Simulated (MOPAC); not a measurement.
Job for MOPAC: PM7 on AsH3 (SMILES [AsH3]).

```
PM7 1SCF PRECISE CHARGE=0 THREADS=1
AsH3

As    -0.03965920 1    -0.63653520 1     3.97773864 1
H     -1.50907004 1    -0.87840107 1     3.65932360 1
H     -0.24686617 1     0.86812482 1     4.08297267 1
H     -0.26637516 1    -0.83720666 1     5.47526886 1
```

Program output:

```
*******************************************************************************
 **                                                                           **
 **                              MOPAC v23.2.5                                **
 **                                                                           **
 *******************************************************************************
 ** MOPAC's Digital Object Identifier: https://doi.org/10.5281/zenodo.6511958 **
 **                                                                           **
 ** Please cite the open-source release paper for use of this MOPAC version:  **
 ** J. E. Moussa and J. J. P. Stewart (2026)                                  **
 ** MOPAC: An open-source semiempirical molecular orbital program             **
 ** J. Open Source Softw., 11(119), 8025, https://doi.org/10.21105/joss.08025 **
 *******************************************************************************

                              PM7 CALCULATION RESULTS

 *******************************************************************************
 *  PM7        - The PM7 Hamiltonian to be used
 *
 *
 *
 *                 CHARGE ON SYSTEM = 0
 *
 *
 *
 *  PRECISE    - TIGHTER CRITERIA TO BE USED
 *  1SCF       - DO 1 SCF AND THEN STOP
 *  THREADS=1  - MULTI-THREADING NOT USED
 *  T=         - A TIME OF 172800.0 SECONDS REQUESTED
 *  DUMP=N     - RESTART FILE WRITTEN EVERY 7200.0 SECONDS REQUESTED
 *******************************************************************************
PM7 1SCF PRECISE CHARGE=0 THREADS=1
 AsH3

   ATOM   CHEMICAL          X               Y               Z
  NUMBER   SYMBOL      (ANGSTROMS)     (ANGSTROMS)     (ANGSTROMS)

     1      As         -0.03965920  *  -0.63653520  *   3.97773864  *
     2       H         -1.50907004  *  -0.87840107  *   3.65932360  *
     3       H         -0.24686617  *   0.86812482  *   4.08297267  *
     4       H         -0.26637516  *  -0.83720666  *   5.47526886  *



          CARTESIAN COORDINATES

    NO.       ATOM           X           Y           Z

     1        As         -0.0397     -0.6365      3.9777
     2         H         -1.5091     -0.8784      3.6593
     3         H         -0.2469      0.8681      4.0830
     4         H         -0.2664     -0.8372      5.4753

 General Reference for PM7:
 "Optimization of Parameters for Semiempirical Methods VI: More Modifications to the
 NDDO Approximations and Re-optimization of Parameters", J. J. P. Stewart, J. Mol. Mod., 1:32, 19 (2013)
 https://link.springer.com/article/10.1007/s00894-012-1667-x

           Empirical Formula: H3 As  =     4 atoms



      MOLECULAR POINT GROUP   :   C3v


      RHF CALCULATION, NO. OF DOUBLY OCCUPIED LEVELS = 4


 -------------------------------------------------------------------------------
 PM7 1SCF PRECISE CHARGE=0 THREADS=1
 AsH3



     1SCF WAS SPECIFIED, SO BFGS WAS NOT USED
     SCF FIELD WAS ACHIEVED


                              PM7 CALCULATION
                                                       MOPAC v23.2.5 Linux




          FINAL HEAT OF FORMATION =         -4.19772 KCAL/MOL =     -17.56327 KJ/MOL


          COSMO AREA              =         67.45 SQUARE ANGSTROMS
          COSMO VOLUME            =         49.70 CUBIC ANGSTROMS

          IONIZATION POTENTIAL    =          9.729684 EV
          HOMO LUMO ENERGIES (EV) =         -9.730 -1.344
          NO. OF FILLED LEVELS    =          4
          MOLECULAR WEIGHT        =         77.9453         POINT GROUP:  C3v

          MOLECULAR DIMENSIONS (Angstroms)

            Atom       Atom       Distance
            H     4    H     3     2.20160
            H     3    H     2     1.90303
           As     1    H     2     0.84329


          SCF CALCULATIONS        =          1





   ATOM   CHEMICAL          X               Y               Z
  NUMBER   SYMBOL      (ANGSTROMS)     (ANGSTROMS)     (ANGSTROMS)

     1      As         -0.03965920  *  -0.63653520  *   3.97773864  *
     2       H         -1.50907004  *  -0.87840107  *   3.65932360  *
     3       H         -0.24686617  *   0.86812482  *   4.08297267  *
     4       H         -0.26637516  *  -0.83720666  *   5.47526886  *

                             CARTESIAN COORDINATES

   1   As       -0.039659200    -0.636535200     3.977738640
   2    H       -1.509070040    -0.878401070     3.659323600
   3    H       -0.246866170     0.868124820     4.082972670
   4    H       -0.266375160    -0.837206660     5.475268860


           Empirical Formula: H3 As  =     4 atoms



      MOLECULAR POINT GROUP   :   C3v


                  EIGENVALUES
 -18.51224 -13.42167 -13.41191  -9.72968  -1.34449  -1.34304  -1.11543  -1.11507
  -1.04956   3.80481   3.81551   4.20642


              NET ATOMIC CHARGES AND DIPOLE CONTRIBUTIONS

  ATOM NO.   TYPE          CHARGE      No. of ELECS.   s-Pop       p-Pop       d-Pop
    1         As          -0.217535        5.2175     1.66544     3.29705     0.25505
    2          H           0.072306        0.9277     0.92769
    3          H           0.072233        0.9278     0.92777
    4          H           0.072995        0.9270     0.92700
 DIPOLE           X         Y         Z       TOTAL
 POINT-CHG.    -0.662     0.368     0.451     0.881
 HYBRID        -0.176     0.099     0.118     0.233
 SUM           -0.837     0.467     0.569     1.114


          ATOMIC ORBITAL ELECTRON POPULATIONS

     Atom    s        px        py        pz      x^2-y^2     xz        z^2       yz        xy
    1 As   1.66544   1.18835   1.03893   1.06977   0.11130   0.01570   0.11171   0.00564   0.01070
    2  H   0.92769
    3  H   0.92777
    4  H   0.92700

 **********************
 *                    *
 * JOB ENDED NORMALLY *
 *                    *
 **********************




 == MOPAC DONE ==
```

The run finished.

Cost: around 0.020 core-seconds (rough).
